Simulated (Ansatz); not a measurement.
`BO[SiH2][SiH2]O` + H₂ → `BO[SiH3]` + `O[SiH3]`  (hydrogenolysis of the Si–Si bond)

Gas-phase electronic energies from Ansatz, PBE0-D4/def2-TZVP geometries. CBS: MP2 limit from def2 TZ/QZ plus the TZ coupled-cluster correction, frozen cores. This one scheme is used for every species. Functionals use def2-TZVPP. HSE06 is defined as in plane-wave codes. One conformer a species, not always the lowest.

```tsv
level	ΔE (kJ/mol)
HSE06-D4	-22.1
B2PLYP	-39.4
PBE-QIDH	-33.6
BHLYP	-48.1
LC-ωPBE	-33.2
MP2/def2-TZVPP	-36.6
CCSD(T)/def2-TZVPP	-35.3
MP2/def2-QZVPP	-35.0
```

Task: What does CCSD(T)/CBS give? (An estimate is asked.)

Result: Computed: -32.0 kJ/mol. The listed levels differ from it by 9.9, -7.4, -1.6, -16.1, -1.2, -4.6, -3.3, -3.0 kJ/mol.

Largest T1 diagnostic among the species: 0.013.

Leaving LDA and LC-ωPBE aside and taking each functional with its dispersion term where it has one, the values, not all of them listed here, spread over 27.7 kJ/mol, from B2PLYP to revPBE-D4. From BLYP to BHLYP (50 % exact exchange), in def2-TZVPP and without D4, ΔE moves by −11.7 kJ/mol. In def2-TZVPP, CCSD(T) changes the Hartree–Fock value by +27.9 kJ/mol (the triples alone add +5.0 kJ/mol) and MP2 by +26.5 kJ/mol.

CCSD(T)/CBS has its own doubt, a few kJ/mol and more with outer-core shells, so smaller differences from it don't rank the levels.
